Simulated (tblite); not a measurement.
Compound: C6H15PSi.
Numbering: `[CH2:1]=[C:2]([CH3:3])[P:4]([CH2:5][CH3:6])[CH2:7][SiH3:8]` (hydrogens: H9, H10 on C1; H11, H12, H13 on C3; H14, H15 on C5; H16, H17, H18 on C6; H19, H20 on C7; H21, H22, H23 on Si8)

Geometry (GFN2-xTB, Å), atoms numbered from 1 in this order:
```xyz
23
C6H15PSi angstrom
C     -2.3509   -0.6682    1.2867
C     -1.4720   -0.5879    0.2957
C     -1.8725   -0.7108   -1.1418
P      0.2900   -0.3242    0.7812
C      0.4910    1.4186    0.1426
C     -0.3386    2.4047    0.9523
C      1.1603   -1.2109   -0.5957
Si     3.0478   -1.1752   -0.3538
H     -3.4078   -0.8063    1.1136
H     -2.0380   -0.5955    2.3157
H     -1.4643    0.1061   -1.7360
H     -2.9571   -0.6979   -1.2341
H     -1.5040   -1.6477   -1.5596
H      0.2200    1.4648   -0.9164
H      1.5526    1.6644    0.2311
H     -1.3974    2.1598    0.8832
H     -0.1936    3.4207    0.5877
H     -0.0507    2.3698    2.0012
H      0.8766   -0.7943   -1.5635
H      0.8203   -2.2485   -0.5609
H      3.3766   -1.7222    0.9608
H      3.6515   -1.9870   -1.4150
H      3.5554    0.1947   -0.4649
```

Calculated harmonic vibrations of the isolated species, GFN2-xTB (tblite), most abundant isotopes, no scaling. Against measured fundamentals such values can be off by several per cent, at times by over 20. Modes of hydrogen on silicon can be 10 to 20 % off. One conformer, not necessarily the lowest.

Harmonic wavenumbers (cm⁻¹): 31.1, 44.5, 73.8, 103.7, 109.8, 154.7, 157.1, 196.5, 201.4, 243.6, 304.0, 339.0, 377.2, 434.8, 505.8, 527.5, 625.0, 665.5, 683.2, 719.7, 741.3, 766.3, 775.3, 784.7, 792.0, 803.3, 901.3, 947.2, 983.8, 999.4, 1006.2, 1029.8, 1034.6, 1077.6, 1122.1, 1196.4, 1225.0, 1251.3, 1389.4, 1409.4, 1410.5, 1422.2, 1449.7, 1482.1, 1484.9, 1496.5, 1502.3, 1678.3, 2242.2, 2248.7, 2283.7, 2923.2, 2948.4, 2952.9, 2954.1, 2996.2, 3007.2, 3010.9, 3020.7, 3021.1, 3029.7, 3070.6, 3105.0.

A = 1887, B = 872.8, C = 712.2 MHz; mass 146.068 u (most abundant isotopes); point group C1, symmetry number 1.

Problem. What is the zero-point energy?

Solution. ½Σν̃ = 40738 cm⁻¹ = 116.47 kcal/mol.

Problem. Give the ideal-gas entropy at 500 K and 1 bar in the rigid-rotor, harmonic-oscillator model (classical rotation).

Solution. Translation 43.44, rotation 31.54, vibration 68.44: S = 143.4 cal/(mol K).

Problem. And Cp and H(500 K) − H(0)?

Solution. Cp = 69.54 cal/(mol K), of which vibrations give 61.59 (their classical limit is 63 R = 125.2); H(500 K) − H(0) = 20.69 kcal/mol without the zero-point energy, 16.72 from vibrations.

Problem. What must be added to the electronic energy to get the Gibbs energy at 500 K and 1 bar?

Solution. ZPE + [H(500 K) − H(0)] − T·S = 116.47 + 20.69 − 71.71 = 65.45 kcal/mol.

Problem. How do the functions run with temperature in this model?

Solution. 
```json
{"T (K)": "50", "S (cal/(mol K))": "62.5", "Cp (cal/(mol K))": "16.3", "H − H(0) (kcal/mol)": "0.58", "G − H(0) (kcal/mol)": "-2.55", "ln q(vib)": "1.10"}
{"T (K)": "100", "S (cal/(mol K))": "76.3", "Cp (cal/(mol K))": "23.9", "H − H(0) (kcal/mol)": "1.60", "G − H(0) (kcal/mol)": "-6.04", "ln q(vib)": "3.08"}
{"T (K)": "298.15", "S (cal/(mol K))": "113.2", "Cp (cal/(mol K))": "48.0", "H − H(0) (kcal/mol)": "8.71", "G − H(0) (kcal/mol)": "-25.04", "ln q(vib)": "10.60"}
{"T (K)": "373.15", "S (cal/(mol K))": "124.9", "Cp (cal/(mol K))": "56.9", "H − H(0) (kcal/mol)": "12.65", "G − H(0) (kcal/mol)": "-33.98", "ln q(vib)": "13.26"}
{"T (K)": "750", "S (cal/(mol K))": "175.3", "Cp (cal/(mol K))": "87.5", "H − H(0) (kcal/mol)": "40.49", "G − H(0) (kcal/mol)": "-90.97", "ln q(vib)": "25.68"}
{"T (K)": "1000", "S (cal/(mol K))": "202.2", "Cp (cal/(mol K))": "99.7", "H − H(0) (kcal/mol)": "63.98", "G − H(0) (kcal/mol)": "-138.24", "ln q(vib)": "33.06"}
```

q(vib) and H(0) count from the zero-point level.

Problem. Blend soft modes into free rotors: weight 1/[1 + (100 cm⁻¹/ν̃)⁴] for the oscillator and the rest for a rotor with moment μB/(μ + B), μ = h/(8π²ν), B = 10⁻⁴⁴ kg m². What vibrational entropy results?

Solution. 62.14 cal/(mol K) in place of 68.44, which changes −T·S at 500 K by +3.15 kcal/mol.

Problem. Which modes carry the vibrational entropy at 500 K?

Solution. 31.1 cm⁻¹: 6.78; 44.5 cm⁻¹: 6.07; 73.8 cm⁻¹: 5.07; 103.7 cm⁻¹: 4.40; 109.8 cm⁻¹: 4.29; 154.7 cm⁻¹: 3.61 cal/(mol K); the other 57 give 38.22 together.

Hindered rotation and anharmonicity are outside this model. Other conformers, if any are populated, would add a mixing term that is left out. The structure is chiral; the term R ln 2 for an equal mix with its mirror image is left out.
